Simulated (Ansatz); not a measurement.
CH$_{4}$OSiZn. The species carries charge 0 and has multiplicity 1. The geometry is a stationary point of PBE0-D4/def2-TZVP.

```xyz
8

C    -0.962   -0.407    0.199
Si    0.750    0.162   -0.447
O     1.280    1.100    0.794
Zn   -0.326    0.736    1.721
H    -1.089   -1.459    0.452
H    -1.851   -0.027   -0.305
H     1.617   -1.025   -0.692
H     0.582    0.920   -1.720
```

(1) What is the dipole moment at ωB97M-V/def2-TZVPP? (An estimate is asked.)

(2) And with PBE, r2SCAN, B3LYP? (An estimate is asked.)

(3) Give the Mulliken charges with ωB97M-V, B3LYP, r2SCAN in def2-TZVPP. (Estimate.)

## Answers

(1) Ansatz gave: 3.98 D, with components (-2.74, 0.06, 2.88) D in this frame, pointing from negative to positive charge.

(2) Computed: PBE 3.33 D, r2SCAN 3.51 D, B3LYP 3.59 D.

(3) Computed: 
```json
{"atom": "C1", "ωB97M-V": "-0.48", "B3LYP": "-0.40", "r2SCAN": "-0.38"}
{"atom": "Si2", "ωB97M-V": "0.50", "B3LYP": "0.58", "r2SCAN": "0.59"}
{"atom": "O3", "ωB97M-V": "-0.60", "B3LYP": "-0.59", "r2SCAN": "-0.60"}
{"atom": "Zn4", "ωB97M-V": "0.47", "B3LYP": "0.41", "r2SCAN": "0.43"}
{"atom": "H5", "ωB97M-V": "0.13", "B3LYP": "0.11", "r2SCAN": "0.10"}
{"atom": "H6", "ωB97M-V": "0.13", "B3LYP": "0.11", "r2SCAN": "0.10"}
{"atom": "H7", "ωB97M-V": "-0.07", "B3LYP": "-0.11", "r2SCAN": "-0.12"}
{"atom": "H8", "ωB97M-V": "-0.07", "B3LYP": "-0.11", "r2SCAN": "-0.12"}
```

B3LYP here is the variant with VWN-RPA as its local correlation; programs differ in this.
